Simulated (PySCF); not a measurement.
**Carbon: a sound run and one with changed settings**

Sound run: C+ [He] 2s2 2p1, C(2+) [He] 2s2. Calculation: PySCF 2.14, in x2c-TZVPall; the spin-free X2C one-electron Hamiltonian (Gaussian nucleus). The sound run starts from symmetry-adapted Hartree-Fock orbitals and uses a fine grid where one is needed.

Changed run: 6 angular points. This setting is unsound on purpose.

| species | method | sound run (hartree) | changed run (hartree) | converged |
| --- | --- | --- | --- | --- |
| C+ | UHF | -37.31066 | -37.31066 | yes |
| C+ | B3LYP | -37.45110 | -37.64510 | yes |
| C+ | PBE | -37.38780 | -37.73957 | yes |
| C(2+) | UHF | -36.42257 | -36.42257 | yes |
| C(2+) | B3LYP | -36.53117 | -36.53117 | yes |
| C(2+) | PBE | -36.47461 | -36.47461 | yes |

Ionisation energy of C+:

```json
{"method": "UHF", "sound run (eV)": "24.166", "changed run (eV)": "24.166"}
{"method": "B3LYP", "sound run (eV)": "25.032", "changed run (eV)": "30.311"}
{"method": "PBE", "sound run (eV)": "24.849", "changed run (eV)": "34.421"}
```

A coarse angular grid integrates products of high-l functions wrongly, so density functionals can shift, and the SCF can exploit the error; Hartree-Fock and MP2 need no grid.

For comparison, NIST gives 24.383 eV between the lowest levels.
